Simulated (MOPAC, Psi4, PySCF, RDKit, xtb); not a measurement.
Two geometries of SMILES O[SiH2][SeH], relaxed at B3LYP-D3(BJ)/def2-SVP with one dihedral held; other torsions can differ between them too.

Structure A

```
7

O      1.2945     0.8243    -0.5247
Si     0.3092    -0.4638    -0.1474
Se    -1.9284     0.0773    -0.2430
H      0.9602     1.7037    -0.3117
H      0.5500    -1.5093    -1.1698
H      0.5791    -0.9824     1.2217
H     -1.9738     0.4552     1.1828
```

Structure B

```
7

O     -0.6924    -1.2291     1.3375
Si    -0.1966    -0.2741     0.0618
Se     1.3028    -1.5667    -1.1034
H     -1.3351    -0.8502     1.9498
H      0.4612     0.9803     0.5324
H     -1.3383     0.1112    -0.8191
H      1.0949    -2.6623    -0.1370
```

Q: Which is lower in energy at the level DF-MP2 (frozen core)/cc-pVTZ // B3LYP-D3(BJ)/def2-SVP (Psi4), and by how much?

A: A is lower, by 2.91 kcal/mol (dihedral H4–O1–Si2–Se3: 30° in A, 180° in B).

E(B) − E(A) in kcal/mol at the other levels, on the same two geometries: B3LYP/def2-TZVP // B3LYP-D3(BJ)/def2-SVP (Psi4) 3.22; B3LYP-D3(BJ)/def2-TZVP // B3LYP-D3(BJ)/def2-SVP (Psi4) 3.29; PBE/def2-TZVP // B3LYP-D3(BJ)/def2-SVP (Psi4) 3.53; PBE-D3(BJ)/def2-TZVP // B3LYP-D3(BJ)/def2-SVP (Psi4) 3.56; r2SCAN/def2-TZVP // B3LYP-D3(BJ)/def2-SVP (Psi4) 3.24; HF/cc-pVTZ // B3LYP-D3(BJ)/def2-SVP (Psi4) 2.63; UFF // B3LYP-D3(BJ)/def2-SVP (RDKit) 0.63; PM7, restricted, heats of formation // B3LYP-D3(BJ)/def2-SVP (MOPAC) -2.09; AM1, restricted, heats of formation // B3LYP-D3(BJ)/def2-SVP (MOPAC) 0.65; GFN1-xTB // B3LYP-D3(BJ)/def2-SVP (xtb) -1.79; restricted B3LYP/6-31G*, spherical d // B3LYP-D3(BJ)/def2-SVP (PySCF) 3.47; restricted Hartree-Fock/STO-3G // B3LYP-D3(BJ)/def2-SVP (PySCF) 2.17; restricted M06-2X/6-31G*, spherical d // B3LYP-D3(BJ)/def2-SVP (PySCF) 3.09; restricted BP86/6-31G*, spherical d // B3LYP-D3(BJ)/def2-SVP (PySCF) 3.75.
